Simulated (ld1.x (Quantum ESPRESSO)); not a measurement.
Transferability test, PAW potential for Ti

Ti (Z = 22), PAW, made with ld1.x (Quantum ESPRESSO) 7.5 (PW91, scalar-relativistic). Core [Ar], reference 3d2 4s1.75 4p0 (charge +0.25). Waves: 4s (bound): rcut 2.90, rcutus 3.30 bohr; 4s channel at 0.6 Ry: rcut 2.90, rcutus 3.30 bohr; 4p (bound, empty): rcut 2.10, rcutus 2.90 bohr; 4p channel at 4.5 Ry: rcut 2.10, rcutus 2.90 bohr; 3d (bound): rcut 1.75, rcutus 2.40 bohr; 3d channel at 1.75 Ry: rcut 1.75, rcutus 2.40 bohr. Local part: all-electron potential smoothed inside 1.85 bohr (lloc = -1). Core correction: Bessel-smoothed model core, default radius (core density twice the valence density). Augmentation charge: BESSEL, radius 1.90 bohr.

Energies are relative to the spin-unpolarised reference configuration 3d2 4s1.75 4p0; without spin polarisation the order of configurations can differ from experiment. Not all tests gave a result: 1 of 7 tests not solved or not reliable. Left out of the table: 3d3 4s1 4p0 (solver errors, printed error -2.7 eV).

```tsv
valence configuration	charge	ΔE all-electron (eV)	error AE − PS (meV)
3d2 4s0 4p0	+2	19.684	-16
3d2 4s0 4p2	0	5.015	-3.4
3d3 4s0 4p0	+1	6.097	-146
3d2 4s0 4p1	+1	9.877	-4.8
```

**Question.** What are ΔE and the potential's error for 3d2 4s2 4p0?

**Answer.** ΔE = -1.301 eV all-electron; the error (AE − PS) is -0.3 meV.

**Question.** What are ΔE and the potential's error for 3d2 4s1 4p0?

**Answer.** ΔE = 6.092 eV all-electron; the error (AE − PS) is -3.8 meV.

Levels in the configuration 3d2 4s0 4p2:

| level | all-electron (eV) | pseudo (eV) |
| --- | --- | --- |
| 3d | -6.656 | -6.676 |
| 4p | -2.607 | -2.607 |

Note: ghost state, extra bound levels that the all-electron valence spectrum of the same l lacks: s at -10.9 eV. A true bound ghost makes a file unfit for plane-wave use.
